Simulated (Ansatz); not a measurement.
Geometry optimisation, Ansatz 0.2.0, RKS B3LYP/6-31G.

The input (input.yaml):

```yaml
crystal:
  periodic: [false, false, false]
  atoms:
    - { symbol: Si, position_ang: [0.0, 0.0, 0.0] }
    - { symbol: C, position_ang: [0.0, 0.0, 1.87] }
    - { symbol: H, position_ang: [-0.9996, -0.3092, 2.2405] }
    - { symbol: H, position_ang: [0.7676, -0.7111, 2.2405] }
    - { symbol: H, position_ang: [0.232, 1.0203, 2.2405] }
    - { symbol: O, position_ang: [1.5842, 0.0, -0.5594] }
    - { symbol: H, position_ang: [1.9006, -0.9521, -0.6761] }
    - { symbol: O, position_ang: [-0.7913, 1.3709, -0.5594] }
    - { symbol: H, position_ang: [-1.7491, 1.1401, -0.7818] }
    - { symbol: O, position_ang: [-0.7913, -1.3709, -0.5594] }
    - { symbol: H, position_ang: [-1.2459, -1.8365, 0.2129] }
basis:
  gaussian: { orbitals: "6-31G" }
hamiltonian:
  xc: b3lyp
relax:
  f_tol: 0.02
  max_steps: 40
output:
  orbitals: {}
```

Launched with:

```bash
$ ansatz run input.yaml --threads 1 --pin off --max-ram 2048MiB --backend cpu --events-out ev --progress --plain --runs-dir out
```

**Question.** Where does it end, and by what steps?

**Answer.** It converged. Limits of this set-up: no polarisation functions. After 10 steps the energy has fallen by 0.744 eV; H9 moved furthest, 0.76 Å.

```
step  energy less start (eV)  largest force component (eV/Å)  accepted
   0                  0.0000                           2.197       yes
   1                 -0.3426                           1.293       yes
   2                 -0.5034                           0.454       yes
   3                 -0.5987                           0.472       yes
   4                 -0.6775                           0.282       yes
   5                 -0.6959                           0.342       yes
   6                 -0.7374                           0.112       yes
   7                 -0.7426                           0.057       yes
   8                 -0.7432                           0.167       yes
   9                 -0.7413                           0.300        no
  10                 -0.7441                           0.017       yes
```

```xyz
11
Properties=species:S:1:pos:R:3
Si -0.080 -0.147 0.203
C 0.025 0.067 2.060
H -0.973 0.068 2.508
H 0.616 -0.738 2.506
H 0.505 1.023 2.290
O 1.453 0.030 -0.528
H 1.781 -0.606 -1.184
O -1.177 1.045 -0.347
H -1.209 1.383 -1.256
O -0.566 -1.710 -0.323
H -1.467 -2.063 -0.262
```

Whether the end is a true minimum wasn't checked by a vibrational analysis.

Run time: 43 s on 1 thread of Arm Neoverse V1, on a shared host, peak memory 0.14 GiB.
